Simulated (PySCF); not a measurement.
Molecule: Ge(Cl)2(OSiH3)2, SMILES [SiH3][O][Ge]([Cl])([Cl])[O][SiH3] (H₆Cl₂GeO₂Si₂), singlet. Atoms near the plane z = 1.5 Å, at the B3LYP/def2-SVP optimised geometry (x, y, z in Å): Si1 (-2.9, -0.7, 1.3), O2 (-1.3, -1.0, 1.2), Ge3 (0.0, -1.6, 2.2), Cl5 (-0.1, -3.8, 2.3), O6 (1.5, -1.1, 1.4), Si7 (2.0, -0.3, 0.0), H8 (-3.2, 0.6, 1.8), H9 (-3.6, -1.7, 2.2), H10 (-3.5, -0.8, -0.1), H11 (1.5, 1.1, 0.0), H13 (3.5, -0.3, 0.0).

Level of theory: B3LYP/def2-TZVP (PySCF 2.14.0). Cells within 0.4 Å of a nucleus heavier than hydrogen are left out (blank, or x). The values are rescaled to run from 0 to 1.

```
|3333333333333333333333333333333|
|3333333333333333333333333333333|
|3333333333333333333333333333333|
|3333333333333333333333333333333|
|3333333333333333333333333333333|
|3333333333333333333333333333333|
|3333333333333333333333333333333|
|3333333333333333333333333333333|
|3333333333333333333333333333333|
|3333333333333333333333333333333|
|3333333333333333333333333333333|
|3333333333333333333333333333333|
|3333334433333333333333333333333|
|3333344443333333333333333333333|
|3333344443333333334443333333333|
|3333344443333333444444433333333|
|3333334333333333445664433333333|
|3333333x33322333457985433333333|
|33333333333xx333345xx4333333333|
|3333333333444333321x02333333333|
|3333333333344333321012333333333|
|3333333333333333332222333333333|
|3333333333333344333333333333333|
|3333333333333344443333333333333|
|3333333333333344544333333333333|
|3333333333333345544433333333333|
|3333333333333344544433333333333|
|3333333333333334444433333333333|
|3333333333333334444333333333333|
|3333333333333333333333333333333|
|3333333333333333333333333333333|
```
Scale: ten equal steps from 0.000 (start of '0') to 1.00 (end of '9'), in the order '0123456789'; x runs from -5.50 to 5.50, y from -5.50 (bottom) to 5.50 (top).

### Question
Which quantity is mapped?
A) electrostatic potential
B) deformation density (molecule minus spherical neutral atoms)
C) log10 of the electron density
D) an orbital amplitude

### Answer
D, an orbital amplitude. In full: HOMO amplitude (bohr^(-3/2)), clipped to [-0.25, 0.25].
